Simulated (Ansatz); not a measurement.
This geometry of ClGaH2O (5 atoms, charge 0, multiplicity 1) is a first-order saddle point.

Computed with RKS revPBE-D4/def2-SVP (Ansatz 0.2.0).

```xyz
5
Properties=species:S:1:pos:R:3
Ga 0.307 0.103 -0.659
Cl 0.994 -0.344 1.751
H 1.694 0.222 0.187
O -1.444 -0.259 -0.892
H -1.843 -0.568 -0.052
```

Question: Which two structures does it join? (They come from a converged band through this point; their orientation in space is the band's.)

Answer: Bonds broken: Ga1–Cl2, Ga1–H3. Bonds formed: Cl2–H3. ClGaH2O becomes ClH + GaHO.

First end point:

```xyz
5
Properties=species:S:1:pos:R:3
Ga 0.464 -0.060 -0.020
Cl 0.508 -0.268 2.148
H 1.725 0.261 -0.875
O -1.145 -0.301 -0.789
H -1.845 -0.478 -0.130
```

Last end point:

```xyz
5
Properties=species:S:1:pos:R:3
Ga -0.070 -0.030 -1.405
Cl 1.339 -0.064 1.702
H 2.279 0.196 0.845
O -1.786 -0.405 -0.867
H -2.054 -0.543 0.059
```

Question: How far does it lie above each of them?

Answer: 187.0 kJ/mol above the first and 76.5 kJ/mol above the second. This is the barrier of this one path; another mechanism may lie lower. The orbitals stay closed-shell, which can raise the energy where a bond breaks towards radicals; this wasn't checked here.

Time of the run: 2.1 min on 1 thread of Arm Neoverse V1 (shared host), peak memory 0.13 GiB.
